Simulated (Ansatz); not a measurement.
An input meant for SnH2Me(NHMe) (C₂H₉NSn) (charge 0, singlet).

```yaml
crystal:
  periodic: [false, false, false]
  atoms:
    - {symbol: Sn, position_ang: [0.644551, 0.650667, 0.346926]}
    - {symbol: H, position_ang: [0.762261, 0.531090, 2.070822]}
    - {symbol: H, position_ang: [2.248839, 0.618244, -0.348072]}
    - {symbol: C, position_ang: [-0.445943, 2.403483, -0.303429]}
    - {symbol: H, position_ang: [0.074018, 3.321800, 0.030363]}
    - {symbol: H, position_ang: [-1.463953, 2.381336, 0.129493]}
    - {symbol: H, position_ang: [-0.519549, 2.415146, -1.407982]}
    - {symbol: N, position_ang: [-0.527854, -0.971524, -0.196651]}
    - {symbol: C, position_ang: [-0.074747, -2.316675, 0.128183]}
    - {symbol: H, position_ang: [-0.807268, -0.908484, -1.183653]}
    - {symbol: H, position_ang: [0.828912, -2.684438, -0.422795]}
    - {symbol: H, position_ang: [0.166630, -2.382839, 1.211364]}
    - {symbol: H, position_ang: [-0.885887, -3.057816, -0.054557]}
basis:
  gaussian: {orbitals: def2-SVPD}
hamiltonian: {xc: {name: LC-wPBE}}
scf: {max_iter: 3}
```

```sh
$ ansatz run in.yaml --threads 2 --pin off --events-out ev --progress --plain --max-ram 4352MiB
```

Shortened log:

```
Error: invalid value for `basis.gaussian`: such a run doesn't read scf.max_iter; remove what it names
```

Task: What is wrong with this run?

Result: The input holds a key that doesn't belong there. The input was rejected before any iteration.
